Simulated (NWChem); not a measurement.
AlH2S2Cl; SMILES [Cl][Al]([SH])[SH]

```xyz
6

Al    -0.0177     0.0002     0.0000
Cl    -2.1248     0.0230     0.0000
S      1.0054     1.9366    -0.0480
H      2.2499     1.3797    -0.0363
S      0.9633    -1.9580     0.0480
H      2.2196    -1.4281     0.0363
```
Atoms are numbered in this order, from 1.

Results from NWChem. Pople sets run with spherical d functions. STO-3G and 3-21G are far too small for this property and stand as cheap habits. The geometry was optimised at PBE-D3(BJ)/def2-SVP. Field at 589 nm.

```csv
level,isotropic polarisability (bohr³),anisotropy (bohr³),relative time
B3LYP/STO-3G,32.9,37.7,1
B3LYP/6-31G*,68.2,34.1,7
B3LYP/def2-SVP,63.8,32.8,4
B3LYP/def2-SVPD,87.2,29.0,10
B3LYP/aug-cc-pVDZ,87.0,31.1,60
```

Times are rough ratios from one shared machine.
